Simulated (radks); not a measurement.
The numbers below are computed, except where a source is named.
Mean orbital radii <r> (bohr) of neutral lead, [Hg] 6p2, at several levels of relativity; Dirac values are averaged over j with weights 2j + 1. Spin-unpolarised spherical Kohn-Sham, PBEsol, point nucleus unless stated (finite: rms radius 5.5012 fm), a radial shooting solver on a logarithmic mesh with Libxc functionals. A level marked "c x" has the speed of light scaled by that factor and shares open shells by 2j + 1; other Dirac levels either fill j = l - 1/2 first or share by 2j + 1.

[
 {"shell": "3s", "non-rel.": "0.1953", "scalar-rel.": "0.1746", "Dirac, 2j+1 shares": "0.1740", "Dirac, low j first": "0.1740", "change of magnitude, last against first (%)": "-10.91"},
 {"shell": "3p", "non-rel.": "0.1858", "scalar-rel.": "0.1765", "Dirac, 2j+1 shares": "0.1753", "Dirac, low j first": "0.1753", "change of magnitude, last against first (%)": "-5.64"},
 {"shell": "3d", "non-rel.": "0.1619", "scalar-rel.": "0.1600", "Dirac, 2j+1 shares": "0.1599", "Dirac, low j first": "0.1599", "change of magnitude, last against first (%)": "-1.21"},
 {"shell": "4s", "non-rel.": "0.4269", "scalar-rel.": "0.3843", "Dirac, 2j+1 shares": "0.3842", "Dirac, low j first": "0.3842", "change of magnitude, last against first (%)": "-10.01"},
 {"shell": "4p", "non-rel.": "0.4295", "scalar-rel.": "0.4101", "Dirac, 2j+1 shares": "0.4085", "Dirac, low j first": "0.4085", "change of magnitude, last against first (%)": "-4.91"},
 {"shell": "4d", "non-rel.": "0.4338", "scalar-rel.": "0.4311", "Dirac, 2j+1 shares": "0.4313", "Dirac, low j first": "0.4313", "change of magnitude, last against first (%)": "-0.56"},
 {"shell": "4f", "non-rel.": "0.4442", "scalar-rel.": "0.4539", "Dirac, 2j+1 shares": "0.4545", "Dirac, low j first": "0.4545", "change of magnitude, last against first (%)": "+2.32"},
 {"shell": "5s", "non-rel.": "0.9491", "scalar-rel.": "0.8531", "Dirac, 2j+1 shares": "0.8540", "Dirac, low j first": "0.8539", "change of magnitude, last against first (%)": "-10.03"},
 {"shell": "5p", "non-rel.": "1.019", "scalar-rel.": "0.9769", "Dirac, 2j+1 shares": "0.9741", "Dirac, low j first": "0.9741", "change of magnitude, last against first (%)": "-4.39"},
 {"shell": "5d", "non-rel.": "1.279", "scalar-rel.": "1.306", "Dirac, 2j+1 shares": "1.308", "Dirac, low j first": "1.312", "change of magnitude, last against first (%)": "+2.51"},
 {"shell": "6s", "non-rel.": "2.621", "scalar-rel.": "2.308", "Dirac, 2j+1 shares": "2.311", "Dirac, low j first": "2.332", "change of magnitude, last against first (%)": "-11.04"},
 {"shell": "6p", "non-rel.": "3.400", "scalar-rel.": "3.352", "Dirac, 2j+1 shares": "3.341", "Dirac, low j first": "3.433", "change of magnitude, last against first (%)": "+0.97"}
]
